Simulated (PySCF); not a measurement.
InF2, SMILES [F][In][F], multiplicity 2.

The structure is a stationary point at PBE0-D3(BJ)/def2-TZVP. The multiplicity is an assumed one; other spin states were not compared. The isomer is the one that the SMILES or the coordinates give; other isomers of the formula were not compared. The def2 effective core potentials stand for the cores of In; spin–orbit coupling is left out.

The numbers are results of PBE/def2-TZVPD (PySCF), not measurements.

Question: Estimate the frontier levels, dipole moment and polarisability. (An estimate is asked for; the answer gives what the named calculation found.)

Answer: 
```json
{
  "α spin, highest occupied and lowest empty level": "-6.58 and -2.68 eV",
  "β spin, highest occupied and lowest empty level": "-8.60 and -5.66 eV",
  "dipole_moment": "0.627 e·Å",
  "quadrupole, principal values (traceless, Buckingham form, about the centre of nuclear charge)": "-10.40, 2.40, 8.00 D·Å",
  "mean_static_polarisability": "40.9 bohr³ (6.06 Å³)",
  "polarisability_principal_values": "35.9, 39.4, 47.3 bohr³",
  "⟨S²⟩": "0.752 (pure state 0.75)"
}
```
